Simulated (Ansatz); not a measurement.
## One arrangement of a pair

The pair of F⁻ (SMILES [F-], atom 1) and SiNH5 (SMILES [SiH3]N, atoms 2–8), both closed shells, in one local arrangement (a lower one may exist), relaxed at PBE0-D4/def2-TZVPD:

```csv
atom,x (Å),y (Å),z (Å)
F1,-0.2845,-0.6333,-1.6595
Si2,-0.4091,-0.4193,0.0681
N3,0.9457,0.7079,-0.0255
H4,-1.8689,-0.0186,-0.0940
H5,-0.2036,-1.9110,0.2608
H6,-0.4633,-0.1711,1.6369
H7,1.1995,1.0935,-0.9212
H8,1.0842,1.3518,0.7344
```

Computed with Ansatz 0.2.0 (basis: def2-TZVPPD, with def2-QZVPPD for the basis limit); correlated methods freeze the cores. B3LYP uses VWN-RPA correlation. Extrapolation: Hartree–Fock as exp(−7.88 √X), correlation as X^−2.97. Interaction energies count from these two fragments, frozen as in the pair, with the counterpoise correction; negative means bound.

Task: What is the interaction energy by CCSD(T) at an estimated basis limit (MP2 extrapolated from triple and quadruple zeta, plus CCSD(T) − MP2 in triple zeta)? (Judge from chemistry; the value comes from the calculation.)

Result: By the calculation: -301.4 kJ/mol. Hartree–Fock alone gives -308.5 kJ/mol at the basis limit. It counts from the two fragments frozen as in the pair.

The same quantity by other methods in triple zeta, and each one's difference from that estimate:
```tsv
method	E_int (kJ/mol)	difference
PBE-D4	-271.1	30.3
revPBE-D4	-266.6	34.8
BLYP-D4	-259.0	42.4
r2SCAN-D4	-298.9	2.6
B97M-V	-307.3	-5.9
PBE0-D4	-294.3	7.1
B3LYP-D4	-281.2	20.2
HSE06-D4	-294.2	7.3
wB97X-V	-292.5	9.0
wB97M-V	-295.9	5.6
B2PLYP	-280.2	21.2
HF	-304.2	-2.8
MP2	-288.0	13.4
CCSD	-291.9	9.5
CCSD(T)	-288.6	12.9
```
Differences are method less estimate.

Task: Which atoms make the shortest contact between the fragments?

Result: F1 and Si2, 1.75 Å apart.

Energy to bend the free fragments (PBE0-D4 minima) into their shapes in the pair, CCSD(T)/def2-TZVPPD: SiNH5 109.9 kJ/mol. This must be added to the interaction energy to get the binding energy from relaxed fragments.

Basis-set superposition shift (counterpoise-corrected less uncorrected): CCSD(T) 8.6; MP2 8.6; HF 0.5; PBE0-D4 0.7; wB97M-V 0.6 kJ/mol.

The T1 diagnostic stays at or below 0.024.

For scale, one of the runs: CCSD(T)/def2-TZVPPD, 210 basis functions, launched by `ansatz run in.yaml --threads 2 --pin off --events-out ev --progress --plain --max-ram 5222MiB`. The run took 56 s on 2 CPU threads of an Arm Neoverse V2 (shared host), with 2.9 GiB of host memory at its peak.
